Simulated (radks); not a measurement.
Q: F, 9 electrons, occupied as [He] 2s2 2p5 (the NIST ground configuration). Method: scalar-relativistic Kohn-Sham, exchange-only LDA, spin-polarised, spherical densities, finite nucleus; open shells are filled with parallel spins first; Fermi nuclear charge, rms radius 2.8976 fm; computed with a radial shooting solver on a logarithmic mesh with Libxc functionals. Some entries of the table are withheld. Estimate them.

orbital,occ.,eigenvalue (hartree),<1/r> (bohr^-1),<r^2> (bohr^2)
1s up,1,-24.15961,8.582,0.04249
1s down,1,-24.12530,8.590,0.04238
2s up,1,-1.06883,1.460,1.236
2s down,1,-0.99661,1.441,1.275
2p up,3,-0.39511,(1),1.610
2p down,2,-0.32560,(2),1.779

A: 
(1) 2p up <1/r> (bohr^-1): 1.282
(2) 2p down <1/r> (bohr^-1): 1.245
